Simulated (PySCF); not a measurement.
# Dipole response of Ir⁺ (iridium, charge +1)

[Xe] 4f14 5d7 6s1, high-spin 5F determinant. All numbers are calculated (PySCF 2.14, scalar relativity through the core potential, in aug-cc-pwCVTZ-PP with ECP60MDF (8s8p7d4f3g, 122 functions)). Coupled (time-dependent) response in atomic units; α is the mean over directions.

```json
{"method": "PBE0", "mean α (bohr³)": "25.37", "C₆ (like pair)": "205.7", "S(−4)": "245.0"}
```

S(−4) is the Cauchy moment in α(ω) = α(0) + S(−4) ω² + …

Spin-orbit coupling is absent.

α(iu) at PBE0:

| u (hartree) | α(iu) (bohr³) |
| --- | --- |
| 0 | 25.37 |
| 0.0500 | 24.78 |
| 0.100 | 23.22 |
| 0.200 | 19.04 |
| 0.300 | 15.30 |
| 0.500 | 10.48 |
| 0.750 | 7.286 |
| 1.00 | 5.448 |
| 1.50 | 3.431 |
| 2.00 | 2.368 |
| 3.00 | 1.315 |
| 5.00 | 0.5661 |

A single London oscillator, α(iu) = α/(1 + u²/ω²), gives C₆ = (3/4) ω α². Matching the computed C₆ needs ω = 4 × 205.7 / (3 × 25.37²) = 0.426 hartree.

For an ion, C₆ is the dispersion term alone; charge-induced terms of lower order in 1/R come first.

Energies and moments cover only the electrons outside the core potential. Spin-orbit coupling, absent here, splits the open shell strongly.
